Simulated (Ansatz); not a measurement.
## Relative stability

Two relaxed structures of Al$_{2}$H$_{3}$OF, closed shell (PBE0-D4/def2-TZVP; forces vanish, vibrations not checked).

A:

O1  (-1.918, 0.544, -0.387)
Al2  (-0.246, 0.840, -0.320)
Al3  (1.209, -1.136, 0.523)
F4  (0.439, -2.543, 0.937)
H5  (-2.555, 1.194, -0.681)
H6  (0.283, 2.276, -0.771)
H7  (2.788, -1.176, 0.700)
(Å)

B:

| atom | x (Å) | y (Å) | z (Å) |
| --- | --- | --- | --- |
| O1 | -1.9782 | 0.3851 | -1.0883 |
| Al2 | -0.5465 | 0.9591 | -0.3718 |
| Al3 | 1.1640 | -0.7783 | 0.1248 |
| F4 | -0.1914 | -0.0626 | 1.1745 |
| H5 | -2.6968 | 0.9623 | -1.3403 |
| H6 | -0.3054 | 2.4982 | -0.0971 |
| H7 | 1.9353 | -1.8870 | 0.9802 |

Ansatz 0.2.0; basis: def2-TZVPP; cores frozen in the correlated methods. B3LYP uses VWN-RPA correlation.

Q: Which structure is lower at CCSD(T), and by how much? (To be estimated.)

A: Computed: A, by 8.55 kcal/mol (electronic energy, against the other). By their contacts, A is Al₂H₃OF ([OH][AlH][AlH][F]) and B is Al₂H₃OF ([OH][AlH]1[F][AlH]1).

All methods give the same order:

```json
{"method": "PBE-D4", "E(B) − E(A) (kcal/mol)": "6.71"}
{"method": "r2SCAN-D4", "E(B) − E(A) (kcal/mol)": "6.59"}
{"method": "PBE0-D4", "E(B) − E(A) (kcal/mol)": "7.91"}
{"method": "B3LYP-D4", "E(B) − E(A) (kcal/mol)": "8.28"}
{"method": "wB97M-V", "E(B) − E(A) (kcal/mol)": "5.68"}
{"method": "HF", "E(B) − E(A) (kcal/mol)": "13.55"}
{"method": "MP2", "E(B) − E(A) (kcal/mol)": "9.03"}
{"method": "CCSD", "E(B) − E(A) (kcal/mol)": "9.38"}
{"method": "CCSD(T)", "E(B) − E(A) (kcal/mol)": "8.55"}
```

The T1 diagnostic stays at or below 0.014.

Labels in which every atom is bracketed show which atoms are joined, not bond orders.

For scale, one of the runs: CCSD(T)/def2-TZVPP, 188 basis functions, launched by `ansatz run in.yaml --threads 2 --pin off --events-out ev --progress --plain --max-ram 4352MiB`. The run took 2 min on 2 CPU threads of an AMD EPYC 7571 (shared host), with 1.9 GiB of host memory at its peak.
